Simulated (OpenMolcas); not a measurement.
Ni4+ among 4 point charges of -1 e arranged as a tetrahedron (Td), 2.01 Å from the ion.

- Program: OpenMolcas 26.06
- Method: CASSCF
- Basis: ANO-RCC-VTZP [6s5p3d2f1g]
- Scalar Hamiltonian: DKH2, point nucleus
- Active space: 6 electrons in 5 orbitals (3d)
- State averaging: 2S+1 = 5 even, 5 roots; 2S+1 = 3 even, 45 roots; 2S+1 = 1 even, 50 roots
- Spin-orbit coupling: state interaction with AMFI integrals over the reference wave functions

(1) What is the spin-free ground state (labels of Td)?

(2) Where is the first state of the same spin?

(3) What are the lowest two levels with spin-orbit coupling?

(4) What is χT at 300 K, and how does it compare with the textbook value?

## Answers

(1) 5E, 2-fold in its orbital part, 100 % from free-ion D terms; it has the highest spin that d6 allows.

(2) 5T2 at 360 cm-1 above the ground state. The two act as a nearly degenerate pair, with unquenched orbital momentum.

(3) A 1-fold level A1, then a 3-fold level T1 29.5 cm-1 above it. Their leading multiplicities are 5 (100 %) and 5 (100 %).

(4) The lowest level has 2S+1 = 5, for which the spin-only value is χT = S(S+1) / 2 = 3.000 cm3 K/mol (g = 2). The computed 5.566 at 300 K differs by +2.566, through orbital momentum, spin-orbit coupling and any other state in reach.

Spin-orbit coupling mixes the spin-free states strongly: the lowest level takes only 68 % from its leading state, 5E. An orbital doublet at a regular site is open to a Jahn-Teller distortion, which this geometry leaves out. Without dynamic correlation the repulsion within the d shell is too large (B by tens of per cent), so at a given field states of lower spin stand too high. The ground term spreads over less than 5000 cm-1, several times less than with real ligands, so orbital moments are less quenched and χT lies further from the spin-only value than at real sites. This is an electrostatic model: the charges have no orbitals. No measured value stands beside these numbers.
